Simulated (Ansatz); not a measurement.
CH5AlBClS, SMILES `[CH3][Al]([Cl])[BH]S`, charge 0, multiplicity 1.

Problem. Give a relaxed structure at PBE0-D4/def2-TZVP (Ansatz 0.2.0). (Best estimate.)

Solution. Computed: 
Z-matrix (Å, degrees):
```
C
Al 1 1.948
H 1 1.096 2 110.4
H 1 1.092 2 111.7 3 119.1
H 1 1.094 2 112.3 3 -119.2
Cl 2 2.113 1 117.0 3 -98.4
B 2 2.118 1 123.5 3 79.5
S 7 1.765 2 120.6 1 -8.8
H 7 1.195 2 127.3 1 171.8
H 8 1.347 7 101.2 2 0.8
```
This is one stationary point; other conformers may exist.
